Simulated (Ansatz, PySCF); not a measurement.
System: CaCl (charge +1, singlet). 
Geometry from a B3LYP-D3(BJ)/def2-TZVP (Ansatz, a program for electronic structure) optimisation:
```
Ca
Cl 1 2.3310
```
Charge +1, spin multiplicity 1.

Total electronic energies in hartree. Valence correlation only, unless marked. No spin-orbit coupling. The frozen core is the preceding noble-gas configuration, with the filled d and f shells of earlier blocks. The outer core of K, Ca and their heavier congeners is not correlated, a term that matters for these elements. No relativistic terms. CBS marks a two-point X^-3 extrapolation of the correlation energy; Hartree-Fock from the larger set.

```
level                                        program  energy (Eh)
------------------------------------  --------------  -----------
HF/def2-TZVPP                                 Ansatz  -1136.14228
PBE-D4/def2-TZVPD                     Ansatz + dftd4  -1137.23507
TPSS-D3(BJ)/def2-TZVPD                 PySCF + dftd3   (withheld)
r2SCAN/def2-TZVPD                             Ansatz   (withheld)
PBE0/STO-3G                                   Ansatz  -1125.44273
PBE0-D4/def2-TZVPD                    Ansatz + dftd4  -1137.31671
PW6B95/def2-TZVPD                              PySCF  -1138.46223
RI-MP2/def2-TZVPPD                            Ansatz  -1136.34752
SCS-MP2/def2-SVP                              Ansatz  -1136.03985
SCS-MP2/def2-SVPD                             Ansatz  -1136.06188
SCS-MP2/def2-QZVPP                            Ansatz  -1136.39521
CCSD/6-31G*                                   Ansatz  -1136.22329
CCSD/CBS(def2-TZVPPD,def2-QZVPPD)             Ansatz   -1136.4266
CCSD(T)/def2-TZVPP                            Ansatz  -1136.36939
CCSD(T)/CBS(def2-TZVPPD,def2-QZVPPD)          Ansatz   -1136.4389
```

Q: Some entries are withheld; supply them.

A: 
- TPSS-D3(BJ)/def2-TZVPD, energy (Eh): -1137.69299
- r2SCAN/def2-TZVPD, energy (Eh): -1137.58064
